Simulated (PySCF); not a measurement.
## Mn: ionisation energy

Mn [Ar] 3d5 4s2 (6S) → Mn⁺ [Ar] 3d5 4s1 (7S), as a difference of total energies. Computed with PySCF 2.14 in cc-pVTZ (7s6p4d2f1g, 68 functions), with the non-relativistic Hamiltonian (point nucleus). Correlated levels: valence: [Ar] frozen. The calculations carry no spin-orbit coupling.

| method | ionisation energy (eV) | difference from reference (eV) |
| --- | --- | --- |
| UHF | 5.973 | -1.461 |
| MN15 | 7.385 | -0.049 |
| M06-L | 7.533 | +0.099 |
| MP2 (valence) | 6.897 | -0.537 |
| SCS-MP2 (valence) | 7.105 | -0.329 |

Reference: 7.434 eV (measured; NIST Atomic Spectra Database, ionization energies).

These non-relativistic numbers lack the scalar-relativistic shift.

Errors of the correlated levels include the incompleteness of this basis and the frozen core.

MP2 underrates the near-degeneracy of ns² with np² in the lower species.
